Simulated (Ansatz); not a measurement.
Ansatz (a first-principles code) input (PBE/def2-TZVPD):

Ansatz 0.2 input:
```yaml
crystal:
  periodic: [false, false, false]
  atoms:
    - {symbol: Bi, position_ang: [0.63443525, 0.31680409, 0.18770653]}
    - {symbol: Br, position_ang: [-1.10652668, 1.07210654, -1.46861681]}
    - {symbol: Br, position_ang: [-0.39799120, -1.82338481, 1.02348419]}
basis:
  gaussian:
    orbitals: def2-TZVPD
hamiltonian:
  xc: {name: PBE}
total_charge: 1
magnetization: {spin_polarized: true, initial_magnetization: 2}
```

End of the output:

```
integrals: 0.12 GiB planned
1213 factors; their error is unknown
mean field: 0.83 GiB planned
mean field evaluation 1: about -145902.8597 eV, gradient 2.1e1 eV
mean field evaluation 2: about -145892.8602 eV, gradient 4.9e1 eV
mean field evaluation 4: about -145905.2963 eV, gradient 5.4e0 eV
mean field evaluation 8: about -145905.3006 eV, gradient 4.5e0 eV
mean field evaluation 16: about -145905.4779 eV, gradient 1.3e-4 eV
mean field evaluation 32: about -145905.4240 eV, gradient 1.1e-3 eV
mean field evaluation 64: about -145905.4240 eV, gradient 1.2e-5 eV
mean field evaluation 96: about -145905.4543 eV, gradient 2.6e-1 eV
mean field evaluation 128: about -145905.4668 eV, gradient 1.2e0 eV
mean field -145905.47790625 eV, -5361.9274147699 hartree, gradient 7.7e-6 eV, S^2 2.003658; 15 other end points of the search recorded, 0 dependent functions left out
reference -145905.47795206 eV, -5361.9274164531 hartree; 47, 45 occupied and 123, 125 virtual orbitals, 1213 factors
Total energy: -145905.47795206 eV, -5361.9274164531 hartree
```

This state (charge 1, triplet) is run at the relaxed geometry of the species with charge 1 and multiplicity 1, and is a spin state other than that species' own.
